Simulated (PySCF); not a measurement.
Molecule: `Fc1ccc(Br)cc1`, C6H4BrF.

Geometry:
| atom | x (Å) | y (Å) | z (Å) |
| --- | --- | --- | --- |
| F1 | -3.138 | -0.237 | -0.028 |
| C2 | -1.811 | -0.152 | 0.011 |
| C3 | -1.057 | -1.319 | 0.037 |
| C4 | 0.332 | -1.231 | 0.076 |
| C5 | 0.943 | 0.023 | 0.088 |
| Br6 | 2.826 | 0.143 | 0.137 |
| C7 | 0.179 | 1.189 | 0.064 |
| C8 | -1.210 | 1.101 | 0.025 |
| H9 | -1.563 | -2.286 | 0.026 |
| H10 | 0.940 | -2.137 | 0.095 |
| H11 | 0.669 | 2.164 | 0.075 |
| H12 | -1.834 | 1.996 | 0.006 |

Geometry PBE0-D3(BJ)/def2-SVP throughout; GIAO in PySCF 2.14.0 with density-fitted response routines, gas phase, one conformer, non-relativistic; equivalent atoms averaged; basis pcSseg-1.

For orientation, B97-2 gives these absolute shieldings σ: F1 291.6, C2 17.6, C4/C7 47.4, C5 49.9, C3/C8 64.6, Br6 2019.8, H10/H11 23.92, H9/H12 24.36 ppm.

A run gave: F1 291.3, C2 14.2, C4/C7 43.9, C5 47.2, C3/C8 61.5, Br6 2028.7, H10/H11 23.80, H9/H12 24.24 ppm (absolute shieldings σ).

Q: Which functional was used in that run?
A. HF
B. mPW1PW91
C. KT2
D. WP04

A: B. Br6 tells them apart best: mPW1PW91 gives 2028.7, WP04 gives 1897.8, HF gives 2265.5, KT2 gives 1985.5 ppm.
